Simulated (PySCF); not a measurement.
Dipole response of Cr⁻ (chromium, charge -1)

[Ar] 3d5 4s2, high-spin 6S determinant. Computed with PySCF 2.14 in aug-cc-pVDZ, with no relativity, point nucleus. Coupled (time-dependent) response in atomic units; α is the mean over directions. A double-zeta set is small for polarisabilities.

```csv
method,mean α (bohr³),C₆ (like pair),S(−4)
wB97X,443.1,9072,137500
```

S(−4) is the Cauchy moment in α(ω) = α(0) + S(−4) ω² + …

α(iu) at wB97X:

| u (hartree) | α(iu) (bohr³) |
| --- | --- |
| 0 | 443.1 |
| 0.0500 | 258.7 |
| 0.100 | 126.6 |
| 0.200 | 48.24 |
| 0.300 | 26.38 |
| 0.500 | 12.62 |
| 0.750 | 7.173 |
| 1.00 | 4.801 |
| 1.50 | 2.702 |
| 2.00 | 1.780 |
| 3.00 | 0.9610 |
| 5.00 | 0.4107 |

For an ion, C₆ is the dispersion term alone; charge-induced terms of lower order in 1/R come first.
